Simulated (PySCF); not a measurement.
Al(OSiH3)2 (AlH6O2Si2), SMILES [SiH3][O][Al+][O][SiH3], charge +1.

The structure is a stationary point at PBE0-D3(BJ)/def2-SVP. The multiplicity is an assumed one; no other spin state was optimised. The isomer is the one that the SMILES or the coordinates give; other isomers of the formula were not compared. The values are those of a single conformer.

Two levels are set side by side: TDDFT-PBE/def2-SVPD (PySCF) and TDDFT-PBE0/def2-SVPD (PySCF). Vertical, same geometry. The lowest singlet is HOMO→LUMO 100 % with PBE and HOMO→LUMO 97 % with the other functional; states are paired by order. Differences are taken from unrounded values.

```csv
quantity,TDDFT-PBE
lowest singlet excitation (eV),3.41
lowest triplet excitation (TDA) (eV),3.31
```

Task: These are the TDDFT-PBE values. What does TDDFT-PBE0 give? (The exact figures need the calculation; the answer reports its results.)

Result: 
| quantity | TDDFT-PBE0 | TDDFT-PBE minus TDDFT-PBE0 |
|---|---|---|
| lowest singlet excitation (eV) | 4.51 | -1.10 |
| lowest triplet excitation (TDA) (eV) | 4.36 | -1.05 |

A lower first singlet is the usual sign of a functional without exact exchange. Differences between two approximate levels are no errors against the true value.

Rough cost on one machine, each run with all the roots and properties that it gave: TDDFT-PBE0 against TDDFT-PBE about 4 times.
